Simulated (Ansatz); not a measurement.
Wavefunction ladder for `[F][Al]([GaH2])[SiH2][SiH3]`

```xyz
12

F     1.077    1.375   -3.095
Al    0.519    0.600   -1.744
Ga    0.823   -1.791   -1.033
Si   -0.768    1.718    0.031
Si   -0.327   -0.010    1.556
H    -0.255   -2.890   -1.369
H     2.119   -2.256   -0.266
H    -2.240    1.709   -0.218
H    -0.385    3.030    0.622
H     1.016    0.126    2.178
H    -0.242   -1.294    0.738
H    -1.339   -0.317    2.600
```

The species carries charge 0 and has multiplicity 1. Correlated methods include outer-core shells of Ga, which these sets cover unevenly. Scalar relativity is left out up to krypton. All single points use the PBE0-D4/def2-TZVP geometry. It is one conformer, not always the lowest. Frozen core, restricted reference, the Gaussian-basis code of Ansatz.

```csv
basis,HF (Eh),MP2 corr.,CCSD corr.,(T),CCSD(T) total
def2-SVP,-2845.99991,-0.66749,-0.72303,-0.01978,-2846.74272
def2-TZVPP,-2846.66877,-0.81455,-0.87171,-0.03164,-2847.57212
def2-QZVPP,-2846.73890,-1.11093,–,–,–
```
